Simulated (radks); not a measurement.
Results of a calculation; reference values are marked as such.
All-electron atom: Re44+ in [Ar] 3d10 4s2 4p1 (the NIST ground configuration).

Level of theory: scalar-relativistic Kohn-Sham, PBE, spin-polarised, spherical densities, point nucleus; open shells are filled with parallel spins first (spin-orbit coupling, left out, can overturn this in heavy ions) (a radial shooting solver on a logarithmic mesh with Libxc functionals).

Energy parts (eV):
part                      energy
total                 -418571.51
kinetic                466154.84
electron-nucleus      -960630.70
Hartree                 82637.42
exchange-correlation    -6733.07

Orbitals (lengths in bohr, moments of r in powers of bohr; <r^-3> diverges for s and p1/2; r(max) is where P^2 peaks):
| orbital | occ. | eigenvalue (eV) | r(max) | <1/r> | <r^-3> | <r^4> |
|---|---|---|---|---|---|---|
| 1s up | 1 | -73853.61 | 0.01124 | 88.81 | - | 5.450e-07 |
| 1s down | 1 | -73852.55 | 0.01124 | 88.81 | - | 5.450e-07 |
| 2s up | 1 | -14579.27 | 0.06445 | 20.81 | - | 0.00008093 |
| 2s down | 1 | -14578.70 | 0.06445 | 20.81 | - | 0.00008092 |
| 2p up | 3 | -13001.20 | 0.05296 | 18.78 | 20880 | 0.00006381 |
| 2p down | 3 | -13000.30 | 0.05297 | 18.78 | 20880 | 0.00006381 |
| 3s up | 1 | -4930.658 | 0.1804 | 7.840 | - | 0.002757 |
| 3s down | 1 | -4929.564 | 0.1804 | 7.841 | - | 0.002753 |
| 3p up | 3 | -4463.025 | 0.1783 | 7.239 | 4879 | 0.002907 |
| 3p down | 3 | -4461.786 | 0.1783 | 7.241 | 4880 | 0.002902 |
| 3d up | 5 | -3951.731 | 0.1446 | 6.838 | 626.8 | 0.002149 |
| 3d down | 5 | -3950.611 | 0.1446 | 6.839 | 627.1 | 0.002145 |
| 4s up | 1 | -2382.025 | 0.3823 | 3.840 | - | 0.03901 |
| 4s down | 1 | -2375.877 | 0.3821 | 3.841 | - | 0.03904 |
| 4p up | 1 | -2204.654 | 0.3924 | 3.600 | 1645 | 0.04419 |
| 4p down | 0 | -2198.532 | 0.3922 | 3.600 | 1646 | 0.04425 |
| 4d up | 0 | -2004.060 | 0.3837 | 3.394 | 208.1 | 0.04436 |
| 4d down | 0 | -1998.274 | 0.3833 | 3.396 | 208.4 | 0.04440 |
| 5s up | 0 | -1403.736 | 0.6722 | 2.285 | - | 0.2930 |
| 5s down | 0 | -1400.654 | 0.6723 | 2.284 | - | 0.2937 |

The highest occupied level is 4p up at -2204.7 eV. Spin moment in Bohr magnetons: 1. For comparison, the ionisation energy in NIST's Atomic Spectra Database is 2302 eV (theoretical). In exact Kohn-Sham theory the highest level is minus the ionisation energy, but local and semilocal functionals leave it too shallow, through self-interaction and a potential that decays too fast; potentials with the right tail come closer.
